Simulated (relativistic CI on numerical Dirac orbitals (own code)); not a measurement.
Method of calculation: Dirac-Coulomb-Breit CI, orbitals from a KLI potential per configuration, model QED (radiative potential, 1s self-energy scaled to tabulated hydrogen-like ionisation energies), unscaled Slater integrals (own radial code, finite nucleus).

The strongest absorption lines from the ground level of an ion, among the configurations computed and to levels below about 720 eV (vacuum wavelength in Å, gf): 17.229 (0.021), 17.425 (0.034), 17.797 (0.067), 17.816 (8.6e-06), 18.657 (0.17), 18.704 (2.3e-05), 21.629 (0.72), 21.847 (0.00011).

(1) Which ion is it?
A. Mg XI
B. O V
C. O VII
D. Be III

Answers

(1) C. O VII has 2 electrons and the ground level 1s² ¹S0; the strongest line goes to 1s2p ¹P°1. The pattern of lines fixes the number of electrons, and along that sequence the line energies rise steadily with the charge (about as its square where n changes within one kind of shell, about linearly where n is kept but much faster in heavy ions where fine structure, which grows about as Z⁴, sets the gap, and irregularly where shells cross), which fixes Z. Configurations outside the model, such as inner-shell arrays, can give stronger lines. 19 of the 19 excited levels that our extract of the measured tables holds in this range could be paired (the sources list more); they are missed by 9100 cm⁻¹ on average and 10368 at most, and levels without a partner can miss by more.
